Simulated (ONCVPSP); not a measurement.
# Which change was made? (Ta, ONCV)

| Item | Value |
| --- | --- |
| Element | tantalum (Ta) |
| Generator | ONCVPSP 4.0.1 |
| Type | optimised norm-conserving Vanderbilt (ONCV) |
| Functional | PBEsol |
| Relativity | scalar-relativistic |
| Frozen core | [Kr] 4d10 4f14 |
| Valence charge | 13 |
| Reference configuration | 5s2 5p6 5d3 6s2 |
| Partial waves | 5s+6s: rc 2.05 bohr, ncon 4, nbas 8, qcut 4.7 1/bohr, 2 projectors; 5p: rc 1.65 bohr, ncon 3, nbas 8, qcut 9.3 1/bohr, 2 projectors, debl 1.1 Ha; 5d: rc 1.65 bohr, ncon 4, nbas 8, qcut 4.9 1/bohr, local; f scattering state at 0.21 Ha: rc 1.80 bohr, ncon 4, nbas 8, qcut 6.9 1/bohr, 2 projectors, debl 0.6 Ha |
| Local potential | the d channel |
| Core correction | Teter function, fcfact 1.5, rcfact 1.3 |

In the p channel the program set the typed energies aside and used -1.449, 0.250 Ha.

Cutoffs, loose and tight: the cutoffs (Ha) at which the residual kinetic energy of the hardest occupied pseudo-wave falls to 1 and 0.1 mHa per electron. They do not see the model core or the augmentation charge, which bear on the density cutoff. Test errors are all-electron minus pseudo excitation energies from the reference, over the configurations 5s2 5p6 5d3 6s1; 5s2 5p6 5d3 6s0; 5s2 5p6 5d2 6s0; 5s2 5p6 5d3 6s1.5; variants that change the core or the reference have their own tests.

The base gives: outcome: generated, projector energies reset by the program; cutoff, loose: 26 Ha; cutoff, tight: 33 Ha; bound ghosts: s, f; GHOST(+) flags above zero: none; largest test error (meV): -20.

Task: After one change the result is: outcome: generated, projector energies reset by the program; cutoff, loose: 26 Ha; cutoff, tight: 33 Ha; bound ghosts: f; GHOST(+) flags above zero: none; largest test error (meV): -29. Which change was it?
A. s: rc 2.28
B. s: rc 1.44
C. s: rc 2.72

Result: C. The others give: s: rc 2.28 → outcome: generated, projector energies reset by the program; cutoff, loose: 26 Ha; cutoff, tight: 33 Ha; bound ghosts: f; GHOST(+) flags above zero: none; largest test error (meV): -21 | s: rc 1.44 → outcome: failed: test_data: rc < rc(lloc) for l = 0. Not allowed..
